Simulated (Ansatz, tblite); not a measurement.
Adding an electron: the cluster W₄S₆⁺ (the lowest doublet isomer of a short search). The state is a doublet with charge 1. Geometry: r2SCAN-D4/def2-SVP. Ansatz, gas phase; energy differences of separate SCF runs; the reduced species is a singlet (the triplet lies 0.23 eV higher at PBE0-D4/def2-TZVP).

```xyz
10

W    -0.740   -0.553    1.387
W     1.163    1.178    1.082
W    -0.361    0.334   -0.943
W     1.677   -0.934   -0.098
S     0.323    2.578   -0.520
S     0.723   -2.459    1.324
S     3.348    0.410    0.825
S    -2.670    0.223    1.919
S    -1.572   -1.324   -2.100
S    -1.893    0.547   -2.875
```

In the def2 sets W takes a core potential; there is no spin–orbit coupling. The xTB rows come from tblite. At PBE-D4/def2-TZVP a quartet of charge 1 lies 0.93 eV below the doublet, each at its own geometry. The structure comes from a short search, and lower isomers may exist.

**Question.** Estimate orbital energies and vertical electron affinities at: GFN1-xTB; GFN2-xTB; PBE-D4/def2-TZVP; r2SCAN-D4/def2-TZVP; PBE0-D4/def2-TZVP.

**Answer.** 
```json
{"level": "GFN1-xTB", "−HOMO (eV)": "–", "−LUMO (eV)": "–", "vertical EA (eV)": "12.59", "HOMO–LUMO gap (eV)": "–", "remarks": "–"}
{"level": "GFN2-xTB", "−HOMO (eV)": "–", "−LUMO (eV)": "–", "vertical EA (eV)": "13.06", "HOMO–LUMO gap (eV)": "–", "remarks": "–"}
{"level": "PBE-D4/def2-TZVP", "−HOMO (eV)": "9.45", "−LUMO (eV)": "9.02", "vertical EA (eV)": "7.09", "HOMO–LUMO gap (eV)": "0.43", "remarks": "restricted singlet, untested (singlet)"}
{"level": "r2SCAN-D4/def2-TZVP", "−HOMO (eV)": "9.70", "−LUMO (eV)": "9.00", "vertical EA (eV)": "7.13", "HOMO–LUMO gap (eV)": "0.70", "remarks": "restricted singlet, untested (singlet)"}
{"level": "PBE0-D4/def2-TZVP", "−HOMO (eV)": "10.30", "−LUMO (eV)": "8.43", "vertical EA (eV)": "7.16", "HOMO–LUMO gap (eV)": "1.87", "remarks": "restricted singlet, untested (singlet), spin-contaminated (⟨S²⟩ 0.83) (+1 doublet)"}
```

  HOMO and LUMO are the levels of the spin that leaves or enters (xTB has no such levels and no spin-polarisation term). Other spin states of the ions may lie lower, which would lower the ionisation energy or raise the affinity. Raw xTB energy differences between charge states are shifted by several eV; the methods need an empirical correction for them.
